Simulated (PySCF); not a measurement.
Compound: C7H18PSi (charge +1).
Atom-mapped SMILES: `[CH2:1]=[C:2]([CH3:3])[P@@H+:4]([CH2:5][SiH3:6])[CH2:7][CH2:8][CH3:9]` (hydrogens: H10, H11 on C1; H12, H13, H14 on C3; H15 on P4; H16, H17 on C5; H18, H19, H20 on Si6; H21, H22 on C7; H23, H24 on C8; H25, H26, H27 on C9)

Cartesian coordinates in Å at the PBE0-D3(BJ)/def2-SVP level; atoms count from 1:
```
atom  x, y, z in Å
C1    -0.808   -0.346   -2.032
C2    -0.979    0.072   -0.771
C3    -1.856   -0.587    0.251
P4    -0.085    1.540   -0.240
C5    -1.177    2.874    0.258
Si6   -0.306    4.527    0.703
C7     1.066    1.138    1.102
C8     1.972   -0.061    0.820
C9     2.895    0.118   -0.374
H10   -0.158    0.168   -2.746
H11   -1.328   -1.238   -2.397
H12   -1.280   -0.924    1.127
H13   -2.352   -1.465   -0.184
H14   -2.642    0.095    0.614
H15    0.649    1.991   -1.355
H16   -1.771    2.528    1.120
H17   -1.877    3.049   -0.577
H18    0.674    4.818   -0.383
H19    0.407    4.340    1.997
H20   -1.360    5.569    0.795
H21    0.441    0.977    1.997
H22    1.655    2.053    1.293
H23    2.567   -0.229    1.731
H24    1.355   -0.967    0.694
H25    2.345    0.164   -1.328
H26    3.591   -0.728   -0.454
H27    3.500    1.034   -0.285
```

Computed with PBE0-D3(BJ)/def2-SVP geometry optimisation, gas phase in PySCF.

Masses are those of the commonest isotopes; rigid-rotor values at the optimised geometry. The values belong to one conformer with, in the numbering `[CH2:1]=[C:2]([CH3:3])[P@@H+:4]([CH2:5][SiH3:6])[CH2:7][CH2:8][CH3:9]`, C1–C2–P4–C5 119°, C2–P4–C5–Si6 -175°, C2–P4–C7–C8 50°, P4–C7–C8–C9 62°.

Question: What are A, B and C (MHz)?

Answer: Ia = 401.04, Ib = 663.31, Ic = 883.65 u·Å²; 505379 MHz·u·Å²/I gives A = 1260, B = 761.9, C = 571.9 MHz.

Question: What kind of rotor is it?

Answer: An asymmetric top: κ = (2 × 761.9 − 1260 − 571.9)/(1260 − 571.9) = -0.45.

Question: What does the inertial defect say?

Answer: Not planar: Δ = Ic − Ia − Ib = -180.70 u·Å². For a rigid frame Δ = −2 Σ m c², so Σ m c² = 90.35 u·Å² lies off the ab plane: 31.84 from hydrogen and 58.50 from heavier atoms. The atom farthest from that plane is 2.19 Å away.

Question: Give the other two planar moments, Paa and Pbb, and the rms extents of the mass along the axes.

Answer: Paa = Σ m a² = (Ib + Ic − Ia)/2 = 572.96 and Pbb = Σ m b² = (Ia + Ic − Ib)/2 = 310.70 u·Å². With the mass M = 161.09 u, the rms extents √(P/M) along a, b and c are 1.89, 1.39, 0.75 Å.

Question: Where do the levels up to J = 5 lie, in K?

Answer: Above 0(0,0), as E/k:
J = 1: 1(0,1) 0.064, 1(1,1) 0.088, 1(1,0) 0.097
J = 2: 2(0,2) 0.190, 2(1,2) 0.207, 2(1,1) 0.234, 2(2,1) 0.306, 2(2,0) 0.308
J = 3: 3(0,3) 0.374, 3(1,3) 0.384, 3(1,2) 0.438, 3(2,2) 0.498, 3(2,1) 0.508, 3(3,1) 0.642, 3(3,0) 0.642
J = 4: 4(0,4) 0.613, 4(1,4) 0.618, 4(1,3) 0.707, 4(2,3) 0.752, 4(2,2) 0.779, 4(3,2) 0.901, 4(3,1) 0.903, 4(4,1) 1.097, 4(4,0) 1.097
J = 5: 5(0,5) 0.907, 5(1,5) 0.909, 5(1,4) 1.037, 5(2,4) 1.068, 5(2,3) 1.121, 5(3,3) 1.226, 5(3,2) 1.234, 5(4,2) 1.422, 5(4,1) 1.423, 5(5,1) 1.674, 5(5,0) 1.674
The levels of one J sum to (2J + 1)J(J + 1)(A + B + C)/3.

Question: Which types of transition are allowed, and where do some lines up to J = 3 fall?

Answer: The dipole components (about the centre of mass, as the species is charged) are |μa| = 0.40 D, |μb| = 1.12 D, |μc| = 0.05 D. Intensities carry the squares of the components, which stand as 0.13 : 1.00 : 0.00 (a : b : c). Some lines, for components of 0.1 D or more:

```tsv
type	branch	J(Ka,Kc)	MHz	lower level (cm⁻¹)
b	Q	1(1,0) ← 1(0,1)	688	0.044
b	Q	2(1,1) ← 2(0,2)	923	0.132
b	Q	3(2,1) ← 3(1,2)	1452	0.305
b	Q	2(2,0) ← 2(1,1)	1540	0.163
b	R	1(1,1) ← 0(0,0)	1832	0.000
b	R	2(0,2) ← 1(1,1)	2125	0.061
b	Q	3(2,2) ← 3(1,3)	2375	0.267
a	R	2(1,2) ← 1(1,1)	2478	0.061
a	R	2(0,2) ← 1(0,1)	2623	0.044
b	R	3(1,2) ← 2(2,1)	2760	0.213
a	R	2(1,1) ← 1(1,0)	2858	0.067
b	R	3(0,3) ← 2(1,2)	3484	0.144
a	R	3(1,3) ← 2(1,2)	3691	0.144
b	R	2(2,0) ← 1(1,1)	4587	0.061
b	R	3(2,2) ← 2(1,1)	5496	0.163
```

Question: Estimate the classical rotational partition function at 25 K, 200 K and 500 K.

Answer: Point group C1, symmetry number σ = 1; q = (√π/σ)·√((kT/h)³/(ABC)), k/h = 20836.6 MHz/K: 28400 at 25 K, 643000 at 200 K, 2540000 at 500 K.

PBE0-D3(BJ)/def2-SVP frequencies: not computed here. No vibrational averaging or centrifugal distortion is included, and the geometry carries the error of its method. A rigid rotor knows nothing of internal rotation, which can split or shift real lines.

Time: 3.1 min of wall time; peak memory 0.94 GiB. Hardware: an Arm Neoverse V2 with one thread, on a shared host. This is the geometry optimisation.
